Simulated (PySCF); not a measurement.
## Partial charges of `CC/C=C/[SiH2]O`

Species: C₄H₁₀OSi.
Atom-mapped SMILES: `[CH3:1][CH2:2]/[CH:3]=[CH:4]/[SiH2:5][OH:6]` (hydrogens: H7, H8, H9 on C1; H10, H11 on C2; H12 on C3; H13 on C4; H14, H15 on Si5; H16 on O6)

Geometry (GFN2-xTB, Å), atoms numbered from 1 in this order:
```
atom  x, y, z in Å
C1    -2.3707    0.7749    0.5364
C2    -1.6705   -0.3453   -0.2329
C3    -0.2053   -0.0768   -0.3725
C4     0.7663   -0.8823    0.0380
Si5    2.6081   -0.5453   -0.1412
O6     2.9039    0.9518   -0.7102
H7    -3.4335    0.5648    0.6342
H8    -1.9447    0.8714    1.5330
H9    -2.2540    1.7251    0.0190
H10   -1.8240   -1.2984    0.2778
H11   -2.1143   -0.4206   -1.2307
H12    0.0384    0.8663   -0.8485
H13    0.4784   -1.8172    0.5049
H14    3.2301   -1.3657   -1.1724
H15    3.2322   -0.7187    1.1771
H16    2.5520    1.7251   -0.2786
```

Density: PBE0/pcSseg-1 (PySCF); schemes: Mulliken, IAO, Hirshfeld and ESP-fitted. The structure is a single GFN2-xTB conformer in the gas phase; no vibrational or solvent corrections.

**Question.** Atoms with like bonding are taken together and averaged. For which atoms does the sign change between the 4 schemes (beyond +0.03 e in one, beyond −0.03 e in another)?

**Answer.** C2.

**Question.** Do the Mulliken, IAO, Hirshfeld and ESP-fitted schemes agree on where the charge is highest?

**Answer.** All schemes agree: Mulliken Si5 (+0.895); IAO Si5 (+1.023); Hirshfeld Si5 (+0.392); ESP-fitted Si5 (+0.735).

**Question.** Tabulate the Mulliken, IAO, Hirshfeld and ESP-fitted charges.

**Answer.** In e; atoms taken as equivalent share a row and are averaged (×n: the atom named and its like, n in all):

| atom | environment | Mulliken | IAO | Hirshfeld | ESP-fitted |
| --- | --- | --- | --- | --- | --- |
| C1 | methyl carbon | -0.290 | -0.415 | -0.115 | -0.243 |
| C2 | allylic carbon | -0.203 | -0.256 | -0.064 | +0.143 |
| C3 | alkene CH carbon | -0.191 | -0.105 | -0.027 | -0.054 |
| C4 | alkene CH carbon | -0.415 | -0.481 | -0.161 | -0.552 |
| Si5 | oxygen-bound silicon | +0.895 | +1.023 | +0.392 | +0.735 |
| O6 | silanol oxygen | -0.561 | -0.792 | -0.308 | -0.696 |
| H7/H8/H9 | methyl hydrogen | +0.115 | +0.141 | +0.040 | +0.063 |
| H10/H11 | methylene hydrogen | +0.125 | +0.141 | +0.043 | +0.008 |
| H12 | vinylic hydrogen | +0.089 | +0.130 | +0.038 | +0.110 |
| H13 | vinylic hydrogen | +0.111 | +0.144 | +0.038 | +0.199 |
| H14/H15 | Si–H hydrogen | -0.136 | -0.157 | -0.087 | -0.138 |
| H16 | hydroxyl hydrogen | +0.242 | +0.361 | +0.174 | +0.429 |

Mean size of the charges over all atoms: IAO 0.295 e, Mulliken 0.242 e, ESP-fitted 0.228 e, Hirshfeld 0.106 e. Each set sums to the total charge, 0, to within 0.001 e. The ESP scheme fits charges at the nuclei, held to the total charge, to the electrostatic potential on points at 1.4 to 2.0 times the van der Waals radii. The IAO scheme counts the electrons in orthogonalised intrinsic atomic orbitals, a minimal basis polarised so that it spans the occupied orbitals exactly.

Some averages cover members that differ in this geometry: H14/H15, ESP-fitted -0.161 to -0.116 e.

**Question.** How many electrons does the ESP-fitted scheme count on C1?

**Answer.** Z − q = 6 − (-0.243) = 6.243.

**Question.** How closely do the schemes follow one another over all atoms?

**Answer.** Correlation coefficient and root-mean-square difference: Mulliken with IAO 0.99, 0.087 e; IAO with Hirshfeld 0.99, 0.248 e; Mulliken with Hirshfeld 0.98, 0.178 e; Hirshfeld with ESP-fitted 0.95, 0.192 e; IAO with ESP-fitted 0.93, 0.148 e; Mulliken with ESP-fitted 0.92, 0.133 e.

The run behind these numbers computed NMR shieldings as well. On one thread of an Arm Neoverse V2, shared host, this took 18 s of wall time and 0.73 GiB of memory at its peak.
